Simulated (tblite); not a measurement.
C6H6O2Si.
SMILES: `O=C1C=CC(=O)C([SiH3])=C1`

Calculated harmonic vibrations of the isolated species, GFN2-xTB (tblite), most abundant isotopes, no scaling. Against measured fundamentals such values can be off by several per cent, at times by over 20. Modes of hydrogen on silicon can be 10 to 20 % off.

Harmonic wavenumbers (cm⁻¹): 54.2, 114.2, 133.9, 136.4, 204.6, 323.7, 324.1, 415.4, 445.3, 486.3, 496.0, 571.2, 579.2, 649.1, 749.1, 754.0, 772.4, 775.3, 776.4, 799.8, 856.8, 893.4, 942.9, 987.2, 1103.0, 1178.5, 1224.9, 1290.6, 1309.5, 1629.0, 1655.3, 1673.9, 1684.5, 2264.0, 2305.9, 2310.4, 3065.9, 3067.8, 3080.6.

A = 2472, B = 1070, C = 753.5 MHz; mass 138.014 u (most abundant isotopes); point group Cs, symmetry number 1.

Problem. Zero-point energy?

Solution. ½Σν̃ = 21042 cm⁻¹ = 251.72 kJ/mol.

Problem. Give the ideal-gas entropy at 350 K and 1 bar in the rigid-rotor, harmonic-oscillator model (classical rotation).

Solution. Translation 173.64, rotation 125.29, vibration 124.65: S = 423.6 J/(mol K).

Problem. And Cp and H(350 K) − H(0)?

Solution. Cp = 171.70 J/(mol K), of which vibrations give 138.45 (their classical limit is 39 R = 324.3); H(350 K) − H(0) = 35.49 kJ/mol without the zero-point energy, 23.85 from vibrations.

Problem. Blend soft modes into free rotors: weight 1/[1 + (100 cm⁻¹/ν̃)⁴] for the oscillator and the rest for a rotor with moment μB/(μ + B), μ = h/(8π²ν), B = 10⁻⁴⁴ kg m². What vibrational entropy results?

Solution. 117.61 J/(mol K) in place of 124.65, which changes −T·S at 350 K by +2.47 kJ/mol.

Problem. How do the functions run with temperature in this model?

Solution. 
| T (K) | S (J/(mol K)) | Cp (J/(mol K)) | H − H(0) (kJ/mol) | G − H(0) (kJ/mol) | ln q(vib) |
| --- | --- | --- | --- | --- | --- |
| 100 | 284.0 | 70.3 | 4.99 | -23.41 | 1.22 |
| 200 | 345.1 | 111.8 | 14.05 | -54.98 | 3.35 |
| 300 | 398.5 | 153.4 | 27.35 | -92.21 | 5.63 |
| 500 | 492.6 | 215.4 | 64.72 | -181.59 | 10.30 |
| 800 | 606.8 | 269.0 | 138.22 | -347.21 | 16.94 |
| 1000 | 669.3 | 290.6 | 194.32 | -474.97 | 20.97 |

q(vib) and H(0) count from the zero-point level.

Hindered rotation and anharmonicity are outside this model.

On an Arm Neoverse V1 with one thread, shared host with 32 logical CPUs at a one-minute load of 15, this took 0.57 s wall. This covers the Hessian and the dipole derivatives.
